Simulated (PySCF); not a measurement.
# Computed records: B2GeH8Si, B2GeH6N, B2GeH4O, AlB2GeH6 and others

Calculation on a computer-drawn molecule: optimised geometry and harmonic frequencies of an isolated molecule of the commonest isotopes, restricted reference for singlets and unrestricted otherwise, frozen core in MP2; on germanium a core potential holds 10 electrons, which the energies leave out, and 3d is frozen in MP2 and coupled-cluster steps. Program: PySCF 2.14.0.

Common to all runs: method HF; basis and core potential on germanium cc-pVDZ-PP ECP10MDF.

```json
{"entry": 1, "formula": "B2GeH8Si", "start_structure": {"atoms_angstrom": [["B", -2.4203, -2.5805, 0.9998], ["B", -1.2815, -2.0068, 0.0681], ["Ge", 0.4913, -1.4611, 1.009], ["Si", 2.3752, -2.8482, 0.6995], ["H", -3.2285, -1.9268, 1.4774], ["H", -2.4287, -3.7229, 1.2662], ["H", -1.2077, -1.8708, -1.0642], ["H", 0.3498, -1.3242, 2.4975], ["H", 0.8263, -0.0579, 0.66], ["H", 2.6952, -2.9095, -0.7698], ["H", 3.5601, -2.3343, 1.3586], ["H", 2.1124, -4.1883, 1.0921]]}, "given": {"charge": 0, "multiplicity": 1, "basis": "cc-pV(D+d)Z", "drawn_bonds_atom": [1, 2, 3, 1, 1, 2, 3, 3, 4, 4, 4], "drawn_bonds_other_atom": [2, 3, 4, 5, 6, 7, 8, 9, 10, 11, 12], "drawn_bonds_order": [1, 1, 1, 1, 1, 1, 1, 1, 1, 1, 1]}, "results": {"optimised_atom_element": ["B", "B", "Ge", "Si", "H", "H", "H", "H", "H", "H", "H", "H"], "optimised_atom_x [angstrom]": [-2.47, -1.191, 0.5527, 2.385, -3.369, -2.517, -1.196, 0.3922, 0.9391, 2.637, 3.616, 2.063], "optimised_atom_y [angstrom]": [-2.659, -2.0, -1.345, -2.847, -1.971, -3.833, -1.89, -1.239, 0.052, -2.913, -2.378, -4.21], "optimised_atom_z [angstrom]": [0.9864, 0.1405, 1.1, 0.6412, 1.394, 1.247, -1.056, 2.627, 0.5868, -0.8183, 1.32, 1.127], "modes_frequency [cm^-1]": [36.09, 85.48, 115.4, 153.6, 339.0, 358.2, 365.7, 472.3, 485.9, 534.0, 558.0, 697.4, 725.5, 820.5, 871.0, 956.8, 979.5, 981.7, 1026, 1027, 1075, 1266, 2178, 2189, 2302, 2305, 2308, 2654, 2699, 2720], "modes_reduced_mass [dalton]": [2.939, 1.063, 2.39, 2.716, 1.389, 3.131, 1.143, 1.159, 1.953, 1.097, 1.581, 1.09, 1.09, 1.25, 1.539, 1.069, 1.28, 1.689, 1.037, 1.037, 1.526, 1.286, 1.023, 1.016, 1.043, 1.037, 1.04, 1.057, 1.093, 1.12], "rotational_constants [GHz]": [5.72, 1.734, 1.46], "total_energy [hartree]": -636.2855, "convergence_status_largest_gradient_component [hartree/bohr]": 1.736e-05}}
{"entry": 2, "formula": "B2GeH6N", "start_structure": {"atoms_angstrom": [["B", 0.2502, -1.8283, 1.1816], ["B", 0.0247, -0.5448, 0.2934], ["Ge", -1.0195, 0.9821, 1.0662], ["N", -0.4826, 2.6437, 0.7158], ["H", 1.3296, -2.3567, 1.2839], ["H", -0.4822, -2.3088, 1.9461], ["H", 0.3524, -0.2477, -0.7919], ["H", -1.4988, 1.2544, 2.5472], ["H", -0.7811, 3.4711, 1.2207], ["H", -0.1407, 2.8617, -0.1973]]}, "given": {"charge": 0, "multiplicity": 2, "basis": "cc-pVDZ", "drawn_bonds_atom": [1, 2, 3, 1, 1, 2, 3, 4, 4], "drawn_bonds_other_atom": [2, 3, 4, 5, 6, 7, 8, 9, 10], "drawn_bonds_order": [1, 1, 1, 1, 1, 1, 1, 1, 1]}, "results": {"optimised_atom_element": ["B", "B", "Ge", "N", "H", "H", "H", "H", "H", "H"], "optimised_atom_x [angstrom]": [0.2191, 0.1124, -0.8009, -0.4789, 1.267, -0.7186, 0.468, -1.069, -0.9877, -0.4601], "optimised_atom_y [angstrom]": [-1.962, -0.4629, 1.125, 2.805, -2.34, -2.708, -0.3006, 1.292, 3.561, 2.917], "optimised_atom_z [angstrom]": [1.198, 0.443, 1.27, 0.6294, 1.656, 1.313, -0.6946, 2.77, 1.049, -0.368], "modes_frequency [cm^-1]": [73.02, 105.0, 173.8, 230.9, 269.1, 346.6, 487.3, 556.1, 573.1, 705.8, 734.5, 787.8, 856.2, 967.2, 979.3, 1085, 1277, 1689, 2212, 2648, 2689, 2711, 3756, 3857], "modes_reduced_mass [dalton]": [3.147, 2.545, 1.179, 2.689, 1.192, 1.262, 1.256, 1.186, 2.661, 1.314, 2.295, 1.363, 1.399, 1.193, 2.207, 1.56, 1.256, 1.103, 1.02, 1.056, 1.092, 1.121, 1.05, 1.096], "rotational_constants [GHz]": [17.25, 2.35, 2.127], "total_energy [hartree]": -400.6269, "spin_squared": 0.7697, "convergence_status_largest_gradient_component [hartree/bohr]": 1.582e-05}}
{"entry": 3, "formula": "B2GeH4O", "start_structure": {"atoms_angstrom": [["B", -0.7412, 1.2129, -0.9046], ["B", 0.0892, 0.1768, -0.1365], ["Ge", 1.5054, -0.8145, -1.5823], ["O", 2.724, 0.488, -1.4221], ["H", -0.3552, 2.2529, -1.1426], ["H", -1.7064, 0.95, -1.4964], ["H", 0.2549, -0.2564, 0.9182], ["H", 2.6242, 1.3091, -0.9174]]}, "given": {"charge": 0, "multiplicity": 1, "basis": "cc-pVDZ", "drawn_bonds_atom": [1, 2, 3, 1, 1, 2, 4], "drawn_bonds_other_atom": [2, 3, 4, 5, 6, 7, 8], "drawn_bonds_order": [1, 1, 1, 1, 1, 1, 1]}, "results": {"optimised_atom_element": ["B", "B", "Ge", "O", "H", "H", "H", "H"], "optimised_atom_x [angstrom]": [-0.9052, 0.1951, 1.687, 2.993, -0.6508, -1.968, 0.2164, 2.828], "optimised_atom_y [angstrom]": [1.264, 0.172, -0.8688, 0.3541, 2.44, 0.9149, -0.1227, 1.165], "optimised_atom_z [angstrom]": [-0.9471, -0.3515, -1.517, -1.378, -0.9995, -1.391, 0.8193, -0.9193], "modes_frequency [cm^-1]": [74.82, 143.4, 150.3, 372.8, 425.1, 472.7, 497.3, 679.3, 705.6, 834.6, 901.0, 934.6, 1050, 1261, 2642, 2661, 2713, 4155], "modes_reduced_mass [dalton]": [3.091, 2.176, 2.972, 1.364, 3.415, 1.182, 1.175, 1.096, 12.0, 1.493, 1.169, 3.521, 1.479, 1.258, 1.064, 1.084, 1.12, 1.068], "rotational_constants [GHz]": [8.922, 2.734, 2.29], "total_energy [hartree]": -419.8889, "convergence_status_largest_gradient_component [hartree/bohr]": 1.907e-05}}
{"entry": 4, "formula": "AlB2GeH6", "start_structure": {"atoms_angstrom": [["B", -0.3624, -0.0156, -1.1214], ["B", 1.1249, 0.4282, -0.9162], ["Al", -0.0475, 0.1292, 1.0604], ["Ge", 3.0312, 0.858, -1.2397], ["H", -0.7511, -1.1161, -1.0467], ["H", -1.1826, 0.8201, -1.1587], ["H", 0.415, -1.1462, 1.9415], ["H", -0.6562, 1.2822, 1.7874], ["H", 3.5159, 2.2643, -1.5136], ["H", 4.0951, -0.0905, -1.2849]]}, "given": {"charge": 1, "multiplicity": 1, "basis": "cc-pV(D+d)Z", "drawn_bonds_atom": [1, 2, 2, 1, 1, 3, 3, 4, 4], "drawn_bonds_other_atom": [2, 3, 4, 5, 6, 7, 8, 9, 10], "drawn_bonds_order": [1, 1, 1, 1, 1, 1, 1, 1, 1]}, "results": {"optimised_atom_element": ["B", "B", "Al", "Ge", "H", "H", "H", "H", "H", "H"], "optimised_atom_x [angstrom]": [-0.3549, 0.8789, 0.3209, 2.699, -0.5278, -1.081, 0.5388, -0.2206, 3.123, 3.806], "optimised_atom_y [angstrom]": [-0.0614, 0.323, 0.2578, 0.8027, -1.202, 0.8017, -1.134, 1.612, 2.234, -0.22], "optimised_atom_z [angstrom]": [-1.546, -0.4978, 1.647, -1.127, -1.864, -1.946, 2.324, 2.21, -1.396, -1.296], "modes_frequency [cm^-1]": [104.8, 127.1, 139.0, 177.6, 259.2, 328.9, 372.9, 459.0, 470.1, 572.9, 623.3, 683.5, 687.1, 772.7, 932.3, 970.9, 994.6, 1218, 2054, 2082, 2304, 2321, 2696, 2793], "modes_reduced_mass [dalton]": [5.65, 1.061, 3.292, 1.705, 1.013, 6.419, 1.03, 1.107, 1.147, 1.229, 1.979, 1.837, 1.75, 1.073, 1.045, 3.911, 1.523, 1.187, 1.019, 1.066, 1.016, 1.026, 1.05, 1.125], "rotational_constants [GHz]": [5.019, 1.575, 1.256], "total_energy [hartree]": -587.8293, "convergence_status_largest_gradient_component [hartree/bohr]": 3.169e-05}}
{"entry": 5, "formula": "B2GeH6N", "start_structure": {"atoms_angstrom": [["B", -2.5465, 2.4379, 1.2067], ["B", -1.7748, 1.1317, 0.8896], ["Ge", -0.8712, -0.4736, 0.4673], ["N", 0.8879, -0.3508, 0.7744], ["H", -2.354, 3.4966, 0.7371], ["H", -3.395, 2.5304, 2.0591], ["H", -0.9264, -0.9335, -1.0146], ["H", -1.5122, -1.7259, 1.0814], ["H", 1.4116, -1.2482, 0.5728], ["H", 1.1568, -0.093, 1.7532]]}, "given": {"charge": 0, "multiplicity": 2, "basis": "cc-pVDZ", "drawn_bonds_atom": [1, 2, 3, 1, 1, 3, 3, 4, 4], "drawn_bonds_other_atom": [2, 3, 4, 5, 6, 7, 8, 9, 10], "drawn_bonds_order": [1, 1, 1, 1, 1, 1, 1, 1, 1]}, "results": {"optimised_atom_element": ["B", "B", "Ge", "N", "H", "H", "H", "H", "H", "H"], "optimised_atom_x [angstrom]": [-2.604, -1.812, -0.837, 0.9584, -2.377, -3.434, -0.9203, -1.546, 1.5, 1.147], "optimised_atom_y [angstrom]": [2.524, 1.175, -0.5832, -0.4137, 3.556, 2.515, -0.9018, -1.707, -1.235, -0.1579], "optimised_atom_z [angstrom]": [1.251, 0.8648, 0.401, 0.7931, 0.6764, 2.121, -1.094, 1.183, 0.5827, 1.748], "modes_frequency [cm^-1]": [93.9, 118.8, 170.2, 207.6, 268.2, 418.9, 473.4, 611.5, 679.7, 714.4, 760.0, 827.1, 913.6, 952.1, 1001, 1100, 1276, 1701, 2174, 2232, 2655, 2724, 3727, 3817], "modes_reduced_mass [dalton]": [2.799, 1.131, 1.702, 1.385, 2.871, 5.655, 1.167, 1.276, 2.661, 1.956, 1.166, 1.108, 1.336, 1.036, 1.136, 2.222, 1.729, 1.094, 1.021, 1.018, 1.056, 1.121, 1.051, 1.094], "rotational_constants [GHz]": [11.12, 2.28, 1.973], "total_energy [hartree]": -400.6115, "spin_squared": 0.7583, "convergence_status_largest_gradient_component [hartree/bohr]": 2.226e-05}}
{"entry": 6, "formula": "CH6BGe", "start_structure": {"atoms_angstrom": [["B", -1.1926, -0.5111, 0.3265], ["C", 0.1549, -1.3375, 0.2933], ["Ge", 1.4623, 0.2624, 0.5287], ["H", -1.7038, -0.3093, 1.3824], ["H", -1.61, -0.0037, -0.6936], ["H", 0.3194, -1.9861, 1.1017], ["H", 0.3264, -1.7625, -0.6695], ["H", 1.0692, 1.0549, 1.7935], ["H", 1.1658, 1.2678, -0.5222]]}, "given": {"charge": 0, "multiplicity": 2, "basis": "cc-pVDZ", "drawn_bonds_atom": [1, 2, 1, 1, 2, 2, 3, 3], "drawn_bonds_other_atom": [2, 3, 4, 5, 6, 7, 8, 9], "drawn_bonds_order": [1, 1, 1, 1, 1, 1, 1, 1]}, "results": {"optimised_atom_element": ["B", "C", "Ge", "H", "H", "H", "H", "H", "H"], "optimised_atom_x [angstrom]": [-1.273, 0.1282, 1.433, -1.853, -1.769, 0.3235, 0.3962, 1.252, 1.354], "optimised_atom_y [angstrom]": [-0.5498, -1.222, 0.2731, -0.3821, -0.1306, -1.907, -1.688, 0.9881, 1.294], "optimised_atom_z [angstrom]": [0.3194, 0.294, 0.5308, 1.359, -0.6923, 1.122, -0.6557, 1.879, -0.6152], "modes_frequency [cm^-1]": [110.3, 197.0, 276.7, 552.7, 559.0, 644.0, 717.0, 922.4, 980.0, 1000, 1067, 1135, 1184, 1328, 1543, 2185, 2195, 2660, 2728, 3207, 3272], "modes_reduced_mass [dalton]": [1.085, 3.246, 1.075, 4.645, 1.029, 1.095, 1.068, 1.029, 1.279, 1.424, 2.062, 1.369, 1.201, 1.244, 1.143, 1.015, 1.025, 1.053, 1.128, 1.057, 1.107], "rotational_constants [GHz]": [21.57, 4.096, 3.802], "total_energy [hartree]": -359.3766, "spin_squared": 0.7559, "convergence_status_largest_gradient_component [hartree/bohr]": 3.082e-05}}
{"entry": 7, "formula": "CH7B2Ge", "start_structure": {"atoms_angstrom": [["B", 0.7853, -1.3217, -1.08], ["C", 1.0713, 0.1765, -1.3289], ["B", 0.2636, 1.287, -0.7752], ["Ge", -0.3468, 2.7393, -2.0031], ["H", 1.6516, -2.0069, -1.2134], ["H", -0.2727, -1.6999, -0.7359], ["H", 1.7414, 0.4258, -2.0555], ["H", -0.2009, 1.3329, 0.3624], ["H", -0.0864, 4.1182, -1.5085], ["H", -1.8541, 2.8095, -2.3129], ["H", 0.3304, 2.7813, -3.3931]]}, "given": {"charge": 0, "multiplicity": 2, "basis": "cc-pVDZ", "drawn_bonds_atom": [1, 2, 3, 1, 1, 2, 3, 4, 4, 4], "drawn_bonds_other_atom": [2, 3, 4, 5, 6, 7, 8, 9, 10, 11], "drawn_bonds_order": [1, 1, 1, 1, 1, 1, 1, 1, 1, 1]}, "results": {"optimised_atom_element": ["B", "C", "B", "Ge", "H", "H", "H", "H", "H", "H", "H"], "optimised_atom_x [angstrom]": [0.7978, 1.113, 0.1751, -0.3856, 1.322, 0.01505, 2.003, -0.3017, -0.157, -1.884, 0.3846], "optimised_atom_y [angstrom]": [-1.351, 0.1563, 1.298, 2.867, -2.191, -1.686, 0.4093, 1.281, 4.226, 2.762, 2.871], "optimised_atom_z [angstrom]": [-1.053, -1.27, -0.8287, -2.102, -1.731, -0.2058, -1.846, 0.2744, -1.422, -2.429, -3.432], "modes_frequency [cm^-1]": [53.73, 68.62, 142.5, 200.4, 276.0, 457.8, 479.1, 613.6, 704.1, 792.1, 844.4, 901.8, 961.9, 971.8, 1018, 1055, 1069, 1129, 1307, 1360, 2189, 2191, 2209, 2669, 2692, 2741, 3267], "modes_reduced_mass [dalton]": [1.157, 2.166, 1.355, 2.169, 2.731, 1.132, 1.471, 1.621, 1.33, 1.641, 1.418, 1.045, 1.04, 1.027, 1.787, 1.758, 1.398, 1.755, 1.312, 1.911, 1.023, 1.023, 1.012, 1.055, 1.089, 1.128, 1.085], "rotational_constants [GHz]": [19.77, 1.536, 1.509], "total_energy [hartree]": -384.6203, "spin_squared": 0.7644, "convergence_status_largest_gradient_component [hartree/bohr]": 1.217e-05}}
{"entry": 8, "formula": "CH7BGeN", "start_structure": {"atoms_angstrom": [["B", -1.799, -0.8681, 1.0137], ["N", -0.621, -0.4938, 1.1957], ["Ge", 0.5705, 0.4231, -0.0116], ["C", 2.3039, -0.651, 0.1006], ["H", -2.4438, -0.5471, 0.0893], ["H", -2.3907, -1.4798, 1.9019], ["H", -0.0461, -0.7192, 2.1219], ["H", -0.1026, -0.0245, -1.3988], ["H", 2.0479, -1.757, -0.0502], ["H", 2.76, -0.6048, 1.0487], ["H", 3.0378, -0.2975, -0.5943]]}, "given": {"charge": 0, "multiplicity": 2, "basis": "cc-pVDZ", "drawn_bonds_atom": [1, 2, 3, 1, 1, 2, 3, 4, 4, 4], "drawn_bonds_other_atom": [2, 3, 4, 5, 6, 7, 8, 9, 10, 11], "drawn_bonds_order": [1, 1, 1, 1, 1, 1, 1, 1, 1, 1]}, "results": {"optimised_atom_element": ["B", "N", "Ge", "C", "H", "H", "H", "H", "H", "H", "H"], "optimised_atom_x [angstrom]": [-1.916, -0.5446, 0.591, 2.347, -2.474, -2.532, -0.1325, -0.06888, 2.234, 2.783, 3.028], "optimised_atom_y [angstrom]": [-0.8362, -0.5894, 0.2202, -0.6614, -0.5614, -1.328, -0.8132, 0.04198, -1.73, -0.5309, -0.2318], "optimised_atom_z [angstrom]": [1.08, 1.215, -0.02194, 0.08638, 0.04938, 1.991, 2.102, -1.4, -0.1134, 1.079, -0.6509], "modes_frequency [cm^-1]": [54.47, 129.9, 159.1, 289.3, 327.3, 563.5, 592.3, 609.6, 731.0, 821.9, 849.4, 906.8, 1011, 1096, 1226, 1354, 1363, 1470, 1552, 1556, 2175, 2644, 2705, 3176, 3269, 3278, 3794], "modes_reduced_mass [dalton]": [2.232, 1.058, 2.399, 2.491, 1.577, 1.167, 2.752, 4.018, 1.115, 1.066, 1.247, 1.206, 1.331, 1.359, 1.488, 1.256, 1.217, 2.4, 1.054, 1.054, 1.021, 1.054, 1.129, 1.033, 1.104, 1.104, 1.076], "rotational_constants [GHz]": [11.94, 2.798, 2.409], "total_energy [hartree]": -414.4733, "spin_squared": 0.7538, "convergence_status_largest_gradient_component [hartree/bohr]": 1.152e-05}}
{"entry": 9, "formula": "BGeH6N2", "start_structure": {"atoms_angstrom": [["B", 2.033, -0.3026, -1.9631], ["N", 1.144, -0.795, -1.0324], ["Ge", -0.1479, 0.133, -0.0404], ["N", -0.5253, -1.1892, 1.218], ["H", 1.9096, 0.8042, -2.3829], ["H", 2.8189, -1.0373, -2.4284], ["H", 1.1778, -1.7791, -0.8061], ["H", 0.6233, 1.0777, 0.919], ["H", -1.1051, -0.9587, 1.965], ["H", -0.8646, -2.0861, 0.8365]]}, "given": {"charge": 0, "multiplicity": 2, "basis": "cc-pVDZ", "drawn_bonds_atom": [1, 2, 3, 1, 1, 2, 3, 4, 4], "drawn_bonds_other_atom": [2, 3, 4, 5, 6, 7, 8, 9, 10], "drawn_bonds_order": [1, 1, 1, 1, 1, 1, 1, 1, 1]}, "results": {"rotational_constants [GHz]": null}}
{"entry": 10, "formula": "BGeH5NO", "start_structure": {"atoms_angstrom": [["B", -1.13, 1.0693, 0.4089], ["N", -0.5501, -0.0961, 0.577], ["Ge", 0.1809, -1.3467, -0.7837], ["O", -0.948, -1.0654, -2.1649], ["H", -1.4703, 1.617, 1.3893], ["H", -1.2585, 1.5778, -0.6455], ["H", -0.3187, -0.5052, 1.504], ["H", -0.4591, -2.7664, -0.2428], ["H", -1.1725, -0.2713, -2.3113]]}, "given": {"charge": 0, "multiplicity": 2, "basis": "cc-pVDZ", "drawn_bonds_atom": [1, 2, 3, 1, 1, 2, 3, 4], "drawn_bonds_other_atom": [2, 3, 4, 5, 6, 7, 8, 9], "drawn_bonds_order": [1, 1, 1, 1, 1, 1, 1, 1]}, "results": {"spin_squared": null}}
```

**Q.** Estimate the rotational constants of BGeH6N2 (entry 9).
**A.** 12.78, 2.929, 2.473 GHz

**Q.** Estimate the spin squared of BGeH5NO (entry 10).
**A.** 0.7567

Further results for BGeH6N2 (entry 9):

- total energy: -430.4814 hartree
- spin squared: 0.7575
- convergence status largest gradient component: 4.199e-05 hartree/bohr

Optimised structure:
```xyz
10
BGeH6N2
B      1.9361    -0.3571    -2.0827
N      1.3771    -0.7834    -0.8752
Ge     0.0821     0.0872     0.1362
N     -0.6709    -1.2631     1.1333
H      1.5629     0.6760    -2.5787
H      2.7843    -1.0171    -2.6256
H      1.7048    -1.6484    -0.4834
H      0.7183     1.0727     1.1435
H     -1.2349    -0.9564     1.9076
H     -1.1960    -1.9434     0.6103
```

Modes:
```
frequency (cm⁻¹)  reduced mass (dalton)
           54.87                  2.165
           166.2                  2.746
           226.8                  1.222
           299.4                  1.766
           331.5                  1.865
           592.1                  1.375
           611.6                  2.969
           674.9                    1.8
           722.8                  1.817
           728.1                  1.091
           827.5                  1.067
           955.9                  1.156
            1003                  1.314
            1098                  1.359
            1226                  1.442
            1342                  1.238
            1474                  2.701
            1697                  1.099
            2118                  1.021
            2641                  1.055
            2701                  1.129
            3735                  1.051
            3784                  1.076
            3826                  1.094
```

Further results for BGeH5NO (entry 10):

- rotational constants: 9.075, 3.533, 2.661 GHz
- total energy: -450.3217 hartree
- convergence status largest gradient component: 4.496e-06 hartree/bohr

Optimised structure:
```xyz
9
BGeH5NO
B     -1.0634     1.1130     0.4537
N     -0.5993    -0.1983     0.6021
Ge     0.0217    -1.3046    -0.7577
O     -1.0637    -1.1514    -2.1556
H     -1.4234     1.7470     1.4097
H     -1.0975     1.6079    -0.6457
H     -0.5617    -0.5752     1.5315
H     -0.0946    -2.7625    -0.2777
H     -1.2443    -0.2629    -2.4295
```

Modes:
```
frequency (cm⁻¹)  reduced mass (dalton)
           50.59                  2.356
           177.4                    1.6
           215.3                  1.639
           293.9                  1.616
           335.7                  2.966
           605.7                  3.825
           696.9                  1.104
           732.1                  1.273
             735                  4.315
           808.7                  1.073
           945.9                  1.113
            1005                  1.307
            1094                  1.357
            1225                  1.504
            1347                  1.241
            1468                  2.483
            2156                  1.021
            2640                  1.059
            2709                  1.125
            3796                  1.076
            4150                  1.067
```
